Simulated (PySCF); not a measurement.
A PySCF script (with the pyscf-properties extension) for the NMR shieldings of `BOB(OC)OC(C)C`, C₄H₁₂B₂O₃, on a GFN2-xTB geometry:

```python
import basis_set_exchange as bse
import numpy as np
from pyscf import gto, dft
from pyscf.prop import nmr

atoms = """
B    -1.538171   -2.588114    0.373597
O    -1.181452   -1.395775    0.768060
B    -1.029940   -0.064049    0.731129
O    -1.839265    0.698598    1.518244
C    -1.691325    2.101856    1.573075
O    -0.061924    0.544463   -0.014312
C     0.850226   -0.169204   -0.837606
C     2.033201   -0.659582   -0.004033
C     1.298465    0.771998   -1.952288
H    -2.277475   -2.730024   -0.540067
H    -1.093582   -3.522595    0.941151
H    -0.639365    2.381343    1.655777
H    -2.104866    2.562985    0.672560
H    -2.241562    2.447354    2.448222
H     0.335629   -1.039798   -1.271766
H     1.679219   -1.315458    0.787760
H     2.731843   -1.206079   -0.631899
H     2.545415    0.187848    0.445816
H     1.965107    0.251991   -2.634403
H     0.434172    1.132296   -2.503692
H     1.816731    1.626889   -1.525796
"""
names = dict.fromkeys(["B", "O", "C", "H"], "pcSseg-1")
basis = {el: gto.basis.parse(bse.get_basis(n, elements=[el], fmt="nwchem")) for el, n in names.items()}
mol = gto.M(atom=atoms, basis=basis, charge=0, verbose=0)
mf = dft.RKS(mol, xc="PBE0")
mf.grids.level = 2
mf.grids.alignment = dft.numint.BLKSIZE   # the property module wants whole blocks of grid points
mf.conv_tol = 1e-9
mf.kernel()

calc = nmr.RKS(mf)   # GIAO
C = mf.mo_coeff
Co = C[:, mf.mo_occ > 0]
resp = mf.gen_response(singlet=True, hermi=2)
def vind(x):   # induced exchange potential for any number of trial vectors
    d = np.einsum("pi,xij,qj->xpq", C, 2 * x.reshape(-1, C.shape[1], Co.shape[1]), Co, optimize=True)
    return np.einsum("xpq,pi,qj->xij", resp(d - d.transpose(0, 2, 1)), C, Co, optimize=True).ravel()
mo1, _ = nmr.rhf.solve_mo1(calc, with_cphf=vind)
sigma = calc.kernel(mo1)
for i, s in enumerate(sigma):   # ppm
    w = np.linalg.eigvalsh((s + s.T) / 2)
    print("%2d %-2s iso %8.1f  s11 %8.1f  s22 %8.1f  s33 %8.1f" % (i, mol.atom_pure_symbol(i), w.mean(), *w))
```

Q: What are the results?

A: 
```
 0 B  iso     57.4  s11      8.7  s22     54.5  s33    108.9
 1 O  iso     96.2  s11    -36.2  s22     55.0  s33    269.6
 2 B  iso     85.3  s11     72.6  s22     86.9  s33     96.2
 3 O  iso    261.9  s11    150.8  s22    306.4  s33    328.7
 4 C  iso    132.2  s11    106.2  s22    108.9  s33    181.4
 5 O  iso    209.5  s11    140.3  s22    209.6  s33    278.5
 6 C  iso    116.4  s11     87.1  s22    105.8  s33    156.2
 7 C  iso    160.6  s11    142.2  s22    153.0  s33    186.5
 8 C  iso    160.8  s11    143.4  s22    152.7  s33    186.3
 9 H  iso     26.3  s11     25.4  s22     25.5  s33     27.9
10 H  iso     26.3  s11     25.4  s22     25.9  s33     27.7
11 H  iso     27.7  s11     23.4  s22     27.1  s33     32.5
12 H  iso     27.9  s11     24.4  s22     25.6  s33     33.8
13 H  iso     27.9  s11     23.6  s22     26.0  s33     34.1
14 H  iso     27.6  s11     24.1  s22     28.4  s33     30.3
15 H  iso     30.2  s11     25.5  s22     29.9  s33     35.1
16 H  iso     30.8  s11     26.6  s22     28.1  s33     37.5
17 H  iso     30.6  s11     27.9  s22     28.7  s33     35.2
18 H  iso     30.7  s11     26.6  s22     28.3  s33     37.2
19 H  iso     30.2  s11     26.2  s22     28.0  s33     36.3
20 H  iso     30.3  s11     27.4  s22     28.7  s33     34.8
```

These numbers come from an equivalent density-fitted implementation of the same equations, which agrees with the script to about 0.01 ppm for H and up to a few tenths of a ppm for heavy atoms, so last digits may differ.

Size and cost of the density-fitted run: 213 basis functions, 43 s wall time on 1 thread of an Arm Neoverse V2, shared host; peak memory 1 GiB.
